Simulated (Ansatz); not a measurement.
A structure relaxed at PBE0-D4/def2-TZVP, charge 0, multiplicity 1:

```xyz
8

F    -0.741    1.183   -2.213
In    0.333   -0.230   -1.418
F    -0.316   -2.057   -1.572
F     2.257    0.041   -1.319
P    -0.273    0.191    1.163
H    -1.169    1.235    1.459
H     0.784    0.507    2.035
H    -0.876   -0.869    1.865
```

**Question.** Give its formula and SMILES.

**Answer.** F3H3InP, `[F][In-]([F])([F])[PH3+]`.

**Question.** Point group (tolerance 0.08 Å, 0.16 Å for H)?

**Answer.** C3v.

**Question.** Summarise the bond lengths by kind.

**Answer.** 3 × F–In 1.945 Å; 1 × In–P 2.685 Å; 3 × H–P 1.407 Å.

Program: Ansatz 0.2.0.
